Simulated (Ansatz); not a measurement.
Cost and result for the atomization energy of C2H3BOSe (`C=C1OB1[SeH]`) (8 atoms, 8 bonds).

Charge 0, multiplicity 1. Correlated methods include outer-core shells of Se, which these sets cover unevenly. Scalar relativity is left out up to krypton. The structure was optimised at the PBE0-D4/def2-TZVP level. It is one conformer, not always the lowest. Program: Ansatz. All runs use 4 threads of an Arm Neoverse V1 on a shared host. Times are those of one run each, without the atoms' runs, and a repeat can differ threefold. Electronic energies, without spin–orbit coupling; frozen cores. CCSD(T)/CBS adds CCSD(T) − MP2 in def2-TZVPP to the MP2 limit, and its time is that of the two runs behind it. T1 = 0.014. With those shells the extrapolation isn't a true limit. B3LYP takes the VWN-RPA correlation (the form of Gaussian; ORCA's B3LYP/G).

CCSD(T)/CBS is a level of theory with its own doubt, some kJ/mol a heavy atom from the limit and from the frozen cores, so smaller differences don't rank the functionals.

```csv
level,functions,wall time
PBE-D4/def2-TZVPP (with forces),214,2.2 s
PBE0-D4/def2-TZVPP,214,2.9 s
B3LYP-D4/def2-TZVPP (with forces),214,4.1 s
r2SCAN-D4/def2-TZVPP (with forces),214,4.7 s
B2PLYP/def2-TZVPP,214,5.5 s
ωB97X-V/def2-TZVPP,214,7.5 s
ωB97M-V/def2-TZVPP (with forces),214,11 s
MP2/def2-QZVPP,407,20 s
CCSD(T)/def2-TZVPP,214,2.3 min
CCSD(T)/CBS(def2),–,2.6 min
```

What atomization energy does each give, and how far from CCSD(T)/CBS? (Best estimate.)

Ansatz gave: 
```
                             level  atomization (kJ/mol)  difference from CCSD(T)/CBS  per bond
   PBE-D4/def2-TZVPP (with forces)                3406.3                        157.6      19.7
                PBE0-D4/def2-TZVPP                3302.2                         53.5       6.7
 B3LYP-D4/def2-TZVPP (with forces)                3260.7                         12.0       1.5
r2SCAN-D4/def2-TZVPP (with forces)                3304.8                         56.1       7.0
                 B2PLYP/def2-TZVPP                3232.3                        -16.4      -2.1
                ωB97X-V/def2-TZVPP                3263.3                         14.6       1.8
  ωB97M-V/def2-TZVPP (with forces)                3267.2                         18.5       2.3
                    MP2/def2-QZVPP                3321.5                         72.8       9.1
                CCSD(T)/def2-TZVPP                3159.9                        -88.8     -11.1
                 CCSD(T)/CBS(def2)                3248.7                          0.0       0.0
```

In def2-TZVPP, CCSD(T) changes the Hartree–Fock value by +889.8 kJ/mol (the triples alone add +75.4 kJ/mol) and MP2 by +999.7 kJ/mol; breaking electron pairs costs correlation energy, which Hartree–Fock lacks. The D4 term adds +26.7 kJ/mol with B3LYP and +13.9 kJ/mol with PBE0; it sums over pairs of atoms, weighted by their polarisabilities, and B3LYP, whose exchange is more repulsive, gets the larger term. From PBE to PBE0 (25 % exact exchange), in def2-TZVPP and without D4, the atomization energy moves by −101.6 kJ/mol: exact exchange takes away binding that semilocal exchange gives to molecules.
